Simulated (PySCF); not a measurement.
**Selenium: a sound run and one with changed settings**

Sound run: Se [Ar] 3d10 4s2 4p4, Se⁺ [Ar] 3d10 4s2 4p3. Computed with PySCF 2.14 in jorge-DZP-DKH (8s6p2d1f, 43 functions), with the spin-free X2C one-electron Hamiltonian (Gaussian nucleus). In the sound run the correlated levels freeze [Ar] 3d10. The sound run starts from symmetry-adapted Hartree-Fock orbitals and uses a fine grid where one is needed.

Changed run: a valence shell is frozen. This setting is unsound on purpose.

| species | method | sound run (hartree) | changed run (hartree) | converged |
| --- | --- | --- | --- | --- |
| Se | MP2 | -2427.96561 | -2427.94371 | yes |
| Se | CCSD(T) | -2427.97231 | -2427.94562 | yes |
| Se⁺ | MP2 | -2427.64960 | -2427.62669 | yes |
| Se⁺ | CCSD(T) | -2427.65543 | -2427.62753 | yes |

Ionisation energy of Se:

```tsv
method	sound run (eV)	changed run (eV)
UHF	8.443	8.443
MP2	8.599	8.627
SCS-MP2	8.611	8.673
CCSD	8.620	8.654
CCSD(T)	8.623	8.656
```

Freezing a valence shell removes pair correlation that changes on ionisation.

For comparison, NIST gives 9.752 eV between the lowest levels.
